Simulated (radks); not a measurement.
Spherical jellium clusters: N electrons in a uniform positive sphere of charge N and radius rs N^(1/3), rs = 3.14 bohr. Method: non-relativistic Kohn-Sham, LDA (Slater exchange, Perdew-Wang correlation), spin-polarised, spherical densities; computed with a radial shooting solver with Libxc functionals. Levels are named by radial order and angular momentum (1s, 1p, 1d, 2s, ...), and open shells are averaged over m.

N = 17, configuration 1s2 1p6 1d(up 5, down 4). This is the lowest configuration that the search found. Occupied and some empty levels:

level    occupation  eigenvalue (eV)  <r> (bohr)
1s up             1          -6.7980       4.864
1s down           1          -6.7153       4.826
1p up             3          -5.3128       6.018
1p down           3          -5.2081       6.013
1d up             5          -3.5955       6.893
1d down           4          -3.4891       6.911
2s up             0          -3.1430       6.146
2s down           0          -3.0876       6.181
1f up             0          -1.7234       7.810
1f down           0          -1.6281       7.857
2p up             0          -1.2993       8.308
2p down           0          -1.2504       8.378

Energy (eV): total -27.9840, kinetic 45.206, external -1140.5, Hartree 557.89, exchange-correlation -74.986, background 584.41.
